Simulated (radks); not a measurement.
Values are calculated unless marked as measured or tabulated.
Polarisability of the hafnium ion Hf+, [Xe] 4f14 5d1 6s2, at imaginary frequency. Code: a radial shooting solver on a logarithmic mesh with Libxc functionals. Model: scalar-relativistic Kohn-Sham, LDA (Slater exchange, Perdew-Wang correlation), spin-polarised, spherical densities, finite nucleus; open shells are filled with parallel spins first (spin-orbit coupling, left out, can overturn this in heavy ions); Fermi nuclear charge, rms radius 5.347 fm. Response by self-consistent Sternheimer equations with the Hartree and adiabatic LDA kernel, the relativistic mass of each level held fixed and spin-orbit coupling left out.

| w (hartree) | alpha1(iw) (bohr^3) |
|---|---|
| 0.00266 | 48.96 |
| 0.0143 | 48.79 |
| 0.0360 | 47.86 |
| 0.0697 | 45.09 |
| 0.118 | 39.43 |
| 0.186 | 31.11 |
| 0.280 | 22.15 |
| 0.413 | 14.70 |
| 0.605 | 9.422 |
| 0.892 | 5.947 |
| 1.35 | 3.650 |
| 2.12 | 2.079 |
| 3.59 | 1.028 |
| 6.94 | 0.4034 |
| 17.5 | 0.09883 |

Static values: alpha1 = 48.97 bohr^3 (7.257 angstrom^3; uncoupled 90.99). C6 = 480.7, triple-dipole C9 = 16560 atomic units. One-pole (London) frequency 4 C6 / (3 alpha1^2) = 0.267 hartree, against 0.412 for minus the highest occupied eigenvalue.
